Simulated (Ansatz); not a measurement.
Reaction (ligand exchange at the Al–C bond): `F[CH2][AlH][F]` + CH₃OH → `C[O][AlH][F]` + fluoromethane

Isolated molecules relaxed with PBE0-D4/def2-TZVP in Ansatz; ΔE leaves out vibrations. CCSD(T)/CBS is the MP2 limit (def2-TZVPP, def2-QZVPP) plus CCSD(T) − MP2 in def2-TZVPP, frozen cores. This one scheme is used for every species. DFT in def2-TZVPP. B3LYP here is the variant with VWN-RPA as its local correlation; programs differ in this. HSE06 is defined as in plane-wave codes. Each species was taken in one conformer, which may not be the lowest.

| level | ΔE (kcal/mol) | difference from CCSD(T)/CBS |
| --- | --- | --- |
| LDA (SPW92) | -37.8 | 2.4 |
| PBE-D4 | -37.0 | 3.2 |
| PBE0-D4 | -38.3 | 1.9 |
| B3LYP-D4 | -40.4 | -0.2 |
| r2SCANh-D4 | -40.4 | -0.2 |
| r2SCAN0-D4 | -40.7 | -0.5 |
| BHLYP-D4 | -42.1 | -1.9 |
| ωB97X-V | -39.6 | 0.6 |
| r2SCAN | -40.2 | 0.0 |
| r2SCAN0 | -40.6 | -0.4 |
| HSE06 | -38.0 | 2.2 |
| BHLYP | -41.9 | -1.7 |
| MP2/def2-SVP | -43.4 | -3.2 |
| CCSD(T)/def2-TZVPP | -40.8 | -0.6 |
| SCS-MP2/def2-QZVPP | -42.0 | -1.8 |
| HF/CBS(def2) | -43.7 | -3.5 |
| CCSD(T)/CBS | -40.2 | 0 |

Problem. What do rigid-rotor, harmonic-oscillator terms from PBE0-D4/def2-TZVP frequencies (298.15 K, 1 bar) make of the CCSD(T)/CBS value? (Best estimate.)

Solution. The calculation gave: ΔZPE = +0.9 kcal/mol, ΔH = -39.4 kcal/mol, ΔS = -9 J/(mol·K), ΔG = -38.7 kcal/mol.

Largest T1 diagnostic among the species: 0.013.

From BLYP to BHLYP (50 % exact exchange), in def2-TZVPP and without D4, ΔE moves by −2.7 kcal/mol. In def2-TZVPP, CCSD(T) changes the Hartree–Fock value by +2.7 kcal/mol (the triples alone add +0.3 kcal/mol) and MP2 by +1.4 kcal/mol. Leaving LDA and LC-ωPBE aside and taking each functional with its dispersion term where it has one, the values, not all of them listed here, spread over 5.3 kcal/mol, from BHLYP-D4 to revPBE-D4. LDA lies −0.9 kcal/mol from PBE without D4.
